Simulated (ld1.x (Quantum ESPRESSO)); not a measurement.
## Scattering properties, TM semilocal potential for titanium (Ti)

titanium, norm-conserving Troullier–Martins (semilocal form), made with ld1.x (Quantum ESPRESSO) 7.5 (BLYP, scalar-relativistic). Core [Ar], reference 3d2 4s1 4p0 (charge +1). Waves: 4s (bound): rc 2.70 bohr; 3d (bound): rc 1.65 bohr; 4p (bound, empty): rc 3.60 bohr. Local part: the p channel. Core correction: none.

The phase is arctan(r·u′/u) with u = r·R(r), unwrapped; energies in Ry, scanned from -3 to 5 Ry. A pole is an energy at which the radial function vanishes at the test radius. The pseudo phase is shifted by a multiple of π to meet the all-electron one at the reference energy, and phase errors are pseudo minus all-electron; the curves can meet again beyond the range given. Levels narrower than the energy grid can be missing from the lists of poles.

```csv
channel,radius (bohr),reference energy (Ry),"poles, all-electron","poles, pseudo",unbroken range about the reference energy with phases within 0.05 rad,phase error 1 Ry above the reference energy (rad)
s,3.92,-0.76,"-0.31, 3.05","-0.32, 2.52",below 0.6,-0.011
p,3.92,-0.49,"0.23, 3.66","0.21, 3.00",below 0.9,-0.014
d,3.92,-0.83,"-0.79, 1.23, 4.60","-0.79, 1.28, 4.92",below 0.2,+0.050
```

Phases in the p channel:

```json
{"E (Ry)": "-3.00", "all-electron": "1.403", "pseudo": "1.402"}
{"E (Ry)": "-2.76", "all-electron": "1.393", "pseudo": "1.392"}
{"E (Ry)": "-2.52", "all-electron": "1.381", "pseudo": "1.380"}
{"E (Ry)": "-2.28", "all-electron": "1.367", "pseudo": "1.366"}
{"E (Ry)": "-2.04", "all-electron": "1.349", "pseudo": "1.348"}
{"E (Ry)": "-1.80", "all-electron": "1.325", "pseudo": "1.324"}
{"E (Ry)": "-1.56", "all-electron": "1.291", "pseudo": "1.290"}
{"E (Ry)": "-1.32", "all-electron": "1.239", "pseudo": "1.238"}
{"E (Ry)": "-1.08", "all-electron": "1.148", "pseudo": "1.146"}
{"E (Ry)": "-0.84", "all-electron": "0.939", "pseudo": "0.937"}
{"E (Ry)": "-0.60", "all-electron": "0.192", "pseudo": "0.191"}
{"E (Ry)": "-0.36", "all-electron": "-1.027", "pseudo": "-1.028"}
{"E (Ry)": "-0.12", "all-electron": "-1.393", "pseudo": "-1.396"}
{"E (Ry)": "0.12", "all-electron": "-1.531", "pseudo": "-1.537"}
{"E (Ry)": "0.36", "all-electron": "-1.612", "pseudo": "-1.622"}
{"E (Ry)": "0.60", "all-electron": "-1.676", "pseudo": "-1.693"}
{"E (Ry)": "0.84", "all-electron": "-1.742", "pseudo": "-1.776"}
{"E (Ry)": "1.08", "all-electron": "-1.830", "pseudo": "-1.910"}
{"E (Ry)": "1.32", "all-electron": "-1.984", "pseudo": "-2.246"}
{"E (Ry)": "1.56", "all-electron": "-2.378", "pseudo": "-3.440"}
{"E (Ry)": "1.80", "all-electron": "-3.494", "pseudo": "-4.261"}
{"E (Ry)": "2.04", "all-electron": "-4.210", "pseudo": "-4.484"}
{"E (Ry)": "2.28", "all-electron": "-4.436", "pseudo": "-4.581"}
{"E (Ry)": "2.52", "all-electron": "-4.540", "pseudo": "-4.639"}
{"E (Ry)": "2.76", "all-electron": "-4.599", "pseudo": "-4.680"}
{"E (Ry)": "3.00", "all-electron": "-4.640", "pseudo": "-4.713"}
{"E (Ry)": "3.24", "all-electron": "-4.671", "pseudo": "-4.743"}
{"E (Ry)": "3.48", "all-electron": "-4.696", "pseudo": "-4.773"}
{"E (Ry)": "3.72", "all-electron": "-4.718", "pseudo": "-4.808"}
{"E (Ry)": "3.96", "all-electron": "-4.739", "pseudo": "-4.854"}
{"E (Ry)": "4.20", "all-electron": "-4.760", "pseudo": "-4.926"}
{"E (Ry)": "4.44", "all-electron": "-4.782", "pseudo": "-5.074"}
{"E (Ry)": "4.68", "all-electron": "-4.808", "pseudo": "-5.577"}
{"E (Ry)": "4.92", "all-electron": "-4.841", "pseudo": "-7.022"}
```
